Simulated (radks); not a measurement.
The numbers below are computed, except where a source is named.
Q: Ionisation of the tantalum ion Ta+, [Xe] 4f14 5d3 6s1, to Ta2+, [Xe] 4f14 5d3, under several functionals. Dirac Kohn-Sham, spin-unpolarised, spherical densities, finite nucleus; open shells fill j = l - 1/2 first; a radial shooting solver on a logarithmic mesh with Libxc functionals. The NIST Atomic Spectra Database gives 16.2 eV (semi-empirical). Rank these functionals by the error of their Delta-SCF ionisation energy: HCTH/407; XLYP; revPBE; PW91; PBE; LDA (Slater exchange, Perdew-Wang correlation); LDA (Slater exchange, Perdew-Zunger correlation); PBEsol; SOGGA; exchange-only LDA.

A: From best to worst: LDA (Slater exchange, Perdew-Zunger correlation) 15.192 eV (-1.008); LDA (Slater exchange, Perdew-Wang correlation) 15.184 eV (-1.016); XLYP 14.976 eV (-1.224); PW91 14.915 eV (-1.285); PBE 14.858 eV (-1.342); PBEsol 14.858 eV (-1.342); HCTH/407 14.818 eV (-1.382); SOGGA 14.721 eV (-1.479); revPBE 14.716 eV (-1.484); exchange-only LDA 14.168 eV (-2.032). Spin polarisation and multiplet splitting are left out, so open shells lie too high by an amount that depends on their filling.

Beside tabulated values, note that spin-unpolarised runs miss the spin-polarisation part of the exchange energy of open shells.
